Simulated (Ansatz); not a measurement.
`OCCCCCCO` + `O[SiH2][SiH3]` → `OCO[SiH2][SiH3]` + `CCCCCO`  (substitution at a C–C bond)

Isolated molecules relaxed with PBE0-D4/def2-TZVP in Ansatz; ΔE leaves out vibrations. CBS: MP2 limit from def2 TZ/QZ plus the TZ coupled-cluster correction, frozen cores. Functionals use def2-TZVPP. B3LYP here is the variant with VWN-RPA as its local correlation; programs differ in this. Each species was taken in one conformer, which may not be the lowest.

CCSD(T)/CBS gives +24.5 kJ/mol.

Another level gave +18.9 kJ/mol. Which?
A. BLYP-D4/def2-TZVPP
B. MP2/def2-TZVPP
C. B3LYP/def2-TZVPP
D. ωB97M-V/def2-TZVPP

D. ωB97M-V 18.9, MP2/def2-TZVPP 24.7, BLYP-D4 10.7, B3LYP 14.8 kJ/mol.

Largest T1 diagnostic among the species: 0.012.

At CCSD(T), def2-SVP lies −17.7 kJ/mol from the extrapolated value and def2-TZVPP −3.5 kJ/mol. Leaving LDA and LC-ωPBE aside and taking each functional with its dispersion term where it has one, the values, not all of them listed here, spread over 11.0 kJ/mol, from BLYP-D4 to PBE-QIDH. From BLYP to BHLYP (50 % exact exchange), in def2-TZVPP and without D4, ΔE moves by +3.0 kJ/mol.

CCSD(T)/CBS has its own doubt, a few kJ/mol and more with outer-core shells, so smaller differences from it don't rank the levels.
